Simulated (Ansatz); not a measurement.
One change: `B[O][AlH][CH3]` becomes `B[O][AlH][BH2]`.

Ansatz, PBE0-D4/def2-TZVP geometries, multiplicity 1. Each molecule was computed in one conformer, which needn't be the lowest.

```
                                      property  `B[O][AlH][CH3]`
          HOMO–LUMO gap (PBE0/def2-TZVPP) / eV              7.09
             HOMO energy (PBE/def2-TZVPP) / eV             -6.44
       HOMO–LUMO gap (ωB97M-V/def2-TZVPP) / eV             10.99
         HOMO energy (ωB97M-V/def2-TZVPP) / eV            -10.20
           LUMO energy (B3LYP/def2-TZVPP) / eV             -0.98
size of the dipole moment (PBE/def2-TZVPP) / D              1.75
```

Task: Give the same properties after the change, and the shifts. (Best estimate.)

Result: Ansatz gave: 
```tsv
property	`B[O][AlH][BH2]`	shift
HOMO–LUMO gap (PBE0/def2-TZVPP) / eV	5.11	-1.98
HOMO energy (PBE/def2-TZVPP) / eV	-6.50	-0.06
HOMO–LUMO gap (ωB97M-V/def2-TZVPP) / eV	9.21	-1.78
HOMO energy (ωB97M-V/def2-TZVPP) / eV	-9.86	0.34
LUMO energy (B3LYP/def2-TZVPP) / eV	-2.80	-1.82
size of the dipole moment (PBE/def2-TZVPP) / D	1.51	-0.24
```

With PBE0 the HOMO rises by 0.11 eV and the LUMO falls by 1.86 eV, so the gap narrows by about 1.97 eV. PBE moves the HOMO by -0.06 eV and ωB97M-V by 0.34 eV. The zero-point energy changes by -42.3 kJ/mol with -3 modes. Dipoles are sizes alone; their direction can turn.

B3LYP here is the variant with VWN-RPA as its local correlation; programs differ in this.
